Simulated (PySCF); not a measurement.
Species: C2H3BO2.
Numbering: `[CH:1]#[C:2][B:3]([OH:4])[OH:5]` (hydrogens: H6 on C1; H7 on O4; H8 on O5)

Method: PBE0-D3(BJ)/def2-SVP geometry optimisation, gas phase in PySCF; density fitting, grid level 1; the optimiser is geomeTRIC in internal coordinates, started from a GFN2-xTB structure with every atom displaced at random (about 0.01 Å).

At the end of the run (lengths in Å): C1–H6 1.075, B3–O4 1.362, O5–H8 0.962, O4–H7 0.962, B3–O5 1.361, C1≡C2 1.215, C2–B3 1.541, C1–C2–B3 179.9°, C2–B3–O4 117.7°, O4–B3–O5 124.9°.

Task: These geometries were met on the way; a selection of coordinates is given. Order them by energy above the end point, lowest first.
A. C1–H6 1.085, B3–O4 1.367, O5–H8 0.967, O4–H7 0.959, B3–O5 1.363, C1≡C2 1.210, C2–B3 1.541, C1–C2–B3 170.0°, C2–B3–O4 119.7°, O4–B3–O5 124.2°
B. C1–H6 1.070, B3–O4 1.361, O5–H8 0.959, O4–H7 0.964, B3–O5 1.359, C1≡C2 1.219, C2–B3 1.543, C1–C2–B3 174.8°, C2–B3–O4 118.0°, O4–B3–O5 124.8°
C. C1–H6 1.030, B3–O4 1.336, O5–H8 0.938, O4–H7 0.981, B3–O5 1.347, C1≡C2 1.226, C2–B3 1.546, C1–C2–B3 179.1°, C2–B3–O4 115.4°, O4–B3–O5 127.1°

Result: B (0.009 eV), A (0.039 eV), C (0.102 eV).

```json
{"step": "3", "E above end (eV)": "0.009", "rms distance from the end, all atoms (Å)": "0.038", "largest force (eV/Å)": "0.634", "rms shift of all bonds from the end (Å)": "0.003"}
{"step": "1", "E above end (eV)": "0.039", "rms distance from the end, all atoms (Å)": "0.082", "largest force (eV/Å)": "1.083", "rms shift of all bonds from the end (Å)": "0.005"}
{"step": "0", "E above end (eV)": "0.102", "rms distance from the end, all atoms (Å)": "0.029", "largest force (eV/Å)": "3.129", "rms shift of all bonds from the end (Å)": "0.024"}
```

Rows stand in the order of the answer.
